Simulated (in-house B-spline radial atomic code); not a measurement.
Results of a calculation; reference values are marked as such.
Correlation energy from the adiabatic connection: −V exp(−r²/w²), V = 6.87, w = 1.37

Two electrons in a singlet, external potential −V exp(−r²/w²), V = 6.87, w = 1.37 (atomic units). Full CI in B-splines (partial waves to l = 8, correlation up to 0.6 % small) with the density held fixed gives W(λ) = <V_ee>_λ − U, and E_c is the integral of W(λ) − W(0) from 0 to 1.

| λ | W(λ) − W(0) (hartree) |
| --- | --- |
| 0 | 0.00000 |
| 0.02 | -0.00191 |
| 0.05 | -0.00475 |
| 0.12 | -0.01124 |
| 0.25 | -0.02277 |
| 0.4 | -0.03532 |
| 0.6 | -0.05088 |
| 0.8 | -0.06522 |
| 1 | -0.07848 |

Integrate the table by the trapezoid rule.

The strips give -0.00002, -0.00010, -0.00056, -0.00221, -0.00436, -0.00862, -0.01161, -0.01437, which sum to -0.04185 hartree. The direct value, W(1) − W(0) + T_c with T_c = 0.03655, is -0.04192; the curve is convex, so chords lie above it and the trapezoids fall short in size by 0.18 %.

Now use only three numbers: W(0) = -1.0652, the initial slope W'(0) = -0.09609 (extrapolated from the first points) and the strong-coupling limit of the point-charge-plus-continuum model, W∞ = -1.4788. What do second-order theory and the interpolation W(λ) = W∞ + (W(0) − W∞)/√(1 + 2χλ) of Seidl, Perdew and Levy give?

Second order keeps the slope alone: E_c = W'(0)/2 = -0.04804, +15 % in size against -0.04192. Matching the slope fixes χ = W'(0)/(W∞ − W(0)) = -0.09609/(-0.41360) = 0.23233. Integrating, with s = √(1 + 2χ) = 1.210228, E_c = −(W(0) − W∞)(s − 1)/(s + 1) = −0.41360 × 0.210228/2.210228 = -0.03934 hartree, -6.2 % in size against the full result. At λ = 1 the formula gives W − W(0) = -0.07185 against -0.07848. Part of the miss can come from the model's W∞.
